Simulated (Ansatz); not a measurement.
Gas-phase electronic energies from Ansatz, PBE0-D4/def2-TZVP geometries. CBS: MP2 limit from def2 TZ/QZ plus the TZ coupled-cluster correction, frozen cores. This one scheme is used for every species. DFT in def2-TZVPP. B3LYP here is the variant with VWN-RPA as its local correlation; programs differ in this. HSE06 is defined as in plane-wave codes. Elements past krypton have def2 core potentials. For In outer-core shells are correlated without core-valence functions, which leaves a few kJ/mol of doubt a bond. One conformer a species, not always the lowest.

Reaction (hydrogenolysis of the In–C bond): `C[O][InH][C]#N` + H₂ → `C[O][InH2]` + `C#N`

```
        level  ΔE (eV)
       PBE-D4     0.21
     HSE06-D4     0.20
     BHLYP-D4     0.21
       B2PLYP     0.23
       r2SCAN     0.23
        B3LYP     0.15
        HSE06     0.17
HF/def2-QZVPP     0.15
```

Question: What does CCSD(T)/CBS give? (Best estimate.)

Answer: Computed: +0.29 eV. The listed levels differ from it by -0.08, -0.09, -0.08, -0.06, -0.06, -0.14, -0.12, -0.14 eV.

Largest T1 diagnostic among the species: 0.017.

The D4 term adds +0.06 eV with B3LYP and +0.03 eV with PBE0; it sums over pairs of atoms, weighted by their polarisabilities, and B3LYP, whose exchange is more repulsive, gets the larger term. Leaving LDA and LC-ωPBE aside and taking each functional with its dispersion term where it has one, the values, not all of them listed here, spread over 0.14 eV, from B97M-V to PBE-QIDH. LDA lies −0.06 eV from PBE without D4.
